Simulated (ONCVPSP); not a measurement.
# PBEsol ONCV dataset for selenium, fully relativistic all-electron reference.

* Element: selenium
* Generator: ONCVPSP 4.0.1
* Type: optimised norm-conserving Vanderbilt (ONCV)
* Functional: PBEsol
* Relativity: fully relativistic
* Frozen core: [Ar] 3d10
* Valence charge: 6
* Reference configuration: 4s2 4p3.5 (charge +0.5)
* Partial waves: 4s: rc 1.50 bohr, ncon 3, nbas 7, qcut 5 1/bohr, 2 projectors, debl 1.2 Ha; 4p: rc 2.00 bohr, ncon 4, nbas 8, qcut 3.7 1/bohr, 2 projectors, debl 2.7 Ha; d scattering state at 0.45 Ha: rc 1.70 bohr, ncon 4, nbas 9, qcut 5 1/bohr, 2 projectors, debl 3 Ha
* Local potential: polynomial inside 1.10 bohr (lpopt 1, dvloc0 0 Ha)
* Core correction: none

Open shells are filled in proportion to 2j + 1.

All-electron outer shells of the reference configuration (PBEsol, scalar-relativistic, ld1.x):

```csv
shell,level (eV),outermost node (bohr),outermost maximum (bohr)
3p,-157.76,0.21,0.50
3d,-58.12,–,0.45
4s,-21.91,0.70,1.51
4p,-10.79,0.74,1.77
```

Calculated quality:

```
Cutoffs needed           : 11 Ha and 41 Ha (the cutoffs (Ha) at which the residual kinetic energy of the hardest occupied pseudo-wave falls to 1 and 0.1 mHa per electron) The cutoffs count occupied waves only; projector 2 of the d channel, the hardest unoccupied one, needs 135 Ha at the loose tolerance.
Ghost test               : no bound ghost flagged; GHOST(+) flagged for s at 80.6 eV
Largest excitation error : +34 meV (all-electron minus pseudo) for 4s0 4p6, out of 4 test configurations
```

Generation and tests took about 4.9 s on one core of a shared server CPU.
